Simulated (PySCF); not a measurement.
MP2 beside CCSD(T) along the fifth-period p block: bonds to K

MP2 and CCSD(T) in PySCF with x2c-SVPall on every atom, spin-free X2C, for the lowest determinant that a PBE0 search found; no spin–orbit coupling.

```tsv
molecule	state (unpaired electrons)	MP2 Re (Å)	MP2 ωe (cm⁻¹)	MP2 De (eV)	CCSD(T) Re (Å)	CCSD(T) ωe (cm⁻¹)	CCSD(T) De (eV)
KSn	quartet (σ ↑, π ↑↑)	3.315	138	1.30	3.324	137	1.25
KSb	triplet (π ↑↑)	3.368	147	0.67	3.408	136	0.74
KTe	doublet (π ↑)	3.210	168	1.85	?	?	?
KI	singlet (closed shell)	3.099	186	3.25	3.104	185	3.14
```

Estimate the CCSD(T) values of KTe by adding the mean shift from MP2 to CCSD(T) of the other rows, and compare with the calculation.

The mean shifts are +1.8 pm, -4 cm⁻¹ and -0.03 eV, which give 3.228 Å, 164 cm⁻¹ and 1.82 eV. CCSD(T)/x2c-SVPall gives Re = 3.218 Å, ωe = 166 cm⁻¹, De = 1.83 eV.

What are the mean differences of MP2 from CCSD(T) over the whole series?

Re -1.5 pm, ωe +4 cm⁻¹, De +0.03 eV.

In a basis of this size CCSD(T) is itself not converged; it tends to give bonds that are too long and too weak.

Correlated steps freeze 23 core orbitals. UHF and ROHF references stand side by side, which adds small steps between rows. Correlated levels converge slowly with the basis: in double zeta they bind strong bonds too weakly, by up to about 1 eV, and carry superposition errors of some tenths. These are scalar-relativistic numbers at best; spin–orbit coupling would shift them, the dissociation energy most. Where the molecule has an RHF reference, its open-shell atoms are computed with UHF. States were picked by a PBE0 search and need not be the measured ground states.
